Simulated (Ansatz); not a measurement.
WNF₃⁺. Total charge 1; doublet. Geometry PBE0-D4/def2-SVP, that of the neutral singlet; atoms count from 1.

```xyz
5

W     0.029   -0.042   -0.042
N    -0.701    1.000    1.011
F     1.353    0.993   -0.838
F    -1.347   -0.550   -1.184
F     0.666   -1.401    1.054
```

In the def2 sets W takes a core potential; there is no spin–orbit coupling.

Q: Estimate the Mulliken populations from the PBE0/def2-TZVP orbitals of Ansatz.

A: 
```csv
atom,charge (e),spin (α − β),d electrons
W1,1.80,0.01,3.41
N2,-0.08,0.94,–
F3,-0.24,0.01,–
F4,-0.24,0.01,–
F5,-0.24,0.01,–
```
Mulliken values and Mayer orders depend strongly on the basis.

Q: Where does the spin sit?

A: Summed by element: W 0.01, N 0.94, F 0.04, of 1 unpaired in all. Largest on single atoms: N2 0.94, F3 0.01, F5 0.01.

Q: And the Mayer bond orders between bonded heavy atoms (over 0.3)?

A: W1–N2 2.39 (1.65 Å); W1–F3 1.13 (1.86 Å); W1–F4 1.13 (1.86 Å); W1–F5 1.13 (1.86 Å).
